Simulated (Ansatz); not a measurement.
The cluster Li₂Al₃⁻. Total charge -1; singlet. Geometry PBE-D4/def2-TZVPD.

```
atom   x (Å)   y (Å)   z (Å)
 Li1  -1.191  -1.113  -0.781
 Li2   1.278   0.859  -1.025
 Al3  -1.395   1.541  -0.252
 Al4   1.016  -1.818   0.683
 Al5   0.292   0.531   1.375
```

LC-ωPBE has ω = 0.4 bohr⁻¹. At PBE-D4/def2-TZVPD, r2SCAN-D4/def2-TZVPD the highest occupied level of the charge -1 singlet lies above zero (up to 0.48 eV). By energy differences its removal costs 1.31 eV (vertical, to the charge 0 doublet, at PBE-D4/def2-TZVPD); a positive level beside a positive removal energy at the same level points to self-interaction error. At r2SCAN-D4/def2-TZVPD the restricted singlet is unstable: a solution with broken spin symmetry lies lower. At PBE0-D4/def2-TZVPD a triplet of charge -1 lies 0.23 eV below the restricted singlet, each at its own geometry. The structure comes from a short search, and lower isomers may exist.

Question: Estimate the orbital energies around the gap (eV) in Ansatz with PBE-D4/def2-TZVPD, r2SCAN-D4/def2-TZVPD, PBE0-D4/def2-SVPD, PBE0-D4/def2-TZVPD, LC-ωPBE/def2-TZVPD.

Answer: 
| orbital | PBE-D4/def2-TZVPD | r2SCAN-D4/def2-TZVPD | PBE0-D4/def2-SVPD | PBE0-D4/def2-TZVPD | LC-ωPBE/def2-TZVPD |
| --- | --- | --- | --- | --- | --- |
| HOMO−13 | -64.24 | -66.04 | -69.19 | -69.08 | -70.26 |
| HOMO−12 | -64.24 | -66.04 | -69.18 | -69.07 | -70.25 |
| HOMO−11 | -64.17 | -65.97 | -69.11 | -69.00 | -70.15 |
| HOMO−10 | -63.88 | -65.62 | -68.72 | -68.62 | -69.64 |
| HOMO−9 | -63.86 | -65.61 | -68.70 | -68.60 | -69.61 |
| HOMO−8 | -63.77 | -65.52 | -68.63 | -68.53 | -69.50 |
| HOMO−7 | -47.26 | -48.94 | -51.25 | -51.32 | -52.94 |
| HOMO−6 | -47.01 | -48.67 | -51.00 | -51.12 | -52.90 |
| HOMO−5 | -5.31 | -5.66 | -6.66 | -6.68 | -9.93 |
| HOMO−4 | -3.54 | -3.76 | -4.57 | -4.61 | -7.26 |
| HOMO−3 | -1.67 | -1.77 | -2.39 | -2.45 | -4.59 |
| HOMO−2 | -0.39 | -0.49 | -0.88 | -0.92 | -2.49 |
| HOMO−1 | -0.13 | -0.21 | -0.62 | -0.65 | -2.23 |
| HOMO | 0.48 | 0.41 | -0.10 | -0.11 | -1.90 |
| LUMO | 1.00 | 1.07 | 1.49 | 1.44 | 2.55 |
| LUMO+1 | 1.03 | 1.16 | 1.57 | 1.55 | 2.87 |
| LUMO+2 | 1.43 | 1.50 | 1.94 | 1.91 | 2.97 |
| LUMO+3 | 1.54 | 1.80 | 2.06 | 1.95 | 3.34 |
| LUMO+4 | 1.82 | 2.04 | 2.35 | 2.28 | 3.40 |
| LUMO+5 | 2.33 | 2.67 | 3.09 | 2.68 | 3.66 |
